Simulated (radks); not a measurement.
Results of a calculation; reference values are marked as such.
The mean radii <r> (bohr) of the occupied orbitals of an atom or ion are listed with their occupations. Code: a radial shooting solver on a logarithmic mesh with Libxc functionals. Model: non-relativistic Kohn-Sham, revPBE, spin-polarised, spherical densities, point nucleus.

| orbital | occ. | <r> |
|---|---|---|
| 1s up | 1 | 0.1040 |
| 1s down | 1 | 0.1039 |
| 2s up | 1 | 0.5211 |
| 2s down | 1 | 0.5210 |
| 2p up | 3 | 0.4854 |
| 2p down | 3 | 0.4853 |
| 3s up | 1 | 1.823 |
| 3s down | 1 | 1.831 |
| 3p up | 2 | 2.115 |

Name the element and its charge. Open shells, if any, are filled with parallel spins first.

Answer. Z = 15, phosphorus, charge +1: P+ in [Ne] 3s2 3p2. The 1s radius gives Z: for a bare nucleus <r> = 1.5/Z, 0.1 bohr for Z = 15, and screening makes it slightly larger (0.1040 here). The occupations add up to 14, and the charge is Z minus that.
